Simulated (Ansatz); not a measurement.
`CN(C)[Si](O)(O)N(C)C` at its PBE0-D4/def2-TZVP geometry, where that method's forces vanish. Total charge 0; spin multiplicity 1.

```xyz
23

C     0.5209    1.5831   -1.3348
N     0.6650    0.1530   -1.2228
C     1.6873   -0.3935   -2.0792
Si   -0.4218   -0.7486   -0.2711
O     0.2460   -2.2576   -0.3009
O    -1.9791   -0.8184   -0.8132
N    -0.5991   -0.0359    1.2652
C    -1.8397    0.1231    1.9812
C     0.5628    0.3402    2.0314
H     1.4610    2.0960   -1.0892
H     0.2357    1.8883   -2.3516
H    -0.2463    1.9448   -0.6474
H     1.7687   -1.4697   -1.9361
H     2.6650    0.0556   -1.8563
H     1.4756   -0.1990   -3.1408
H    -0.2264   -2.9262    0.1961
H    -2.0938   -1.1917   -1.6876
H    -2.6823   -0.1517    1.3488
H    -1.8685   -0.4984    2.8882
H    -1.9767    1.1661    2.2987
H     0.6739   -0.2739    2.9363
H     0.5029    1.3896    2.3517
H     1.4688    0.2248    1.4333
```

Q: What forces (eV/Å) does ωB97M-V/def2-TZVPP give on these atoms in Ansatz? (Best estimate.)

A: Ansatz gave: 
```
C1  -0.023  0.293 -0.026
N2  -0.127 -0.130  0.134
C3   0.220 -0.117 -0.182
Si4  0.061  0.108  0.039
O5   0.015 -0.115  0.022
O6  -0.092 -0.021 -0.071
N7   0.008 -0.081 -0.211
C8  -0.266  0.036  0.153
C9   0.234  0.081  0.161
H10 -0.065 -0.038 -0.018
H11  0.023 -0.027  0.079
H12  0.045 -0.011 -0.042
H13  0.003  0.080 -0.021
H14 -0.074 -0.031 -0.015
H15  0.014 -0.013  0.084
H16  0.025 -0.002 -0.013
H17 -0.019  0.012  0.017
H18  0.055  0.023  0.058
H19  0.006  0.048 -0.071
H20  0.013 -0.077 -0.024
H21 -0.012  0.047 -0.072
H22  0.002 -0.074 -0.023
H23 -0.045  0.009  0.042
```
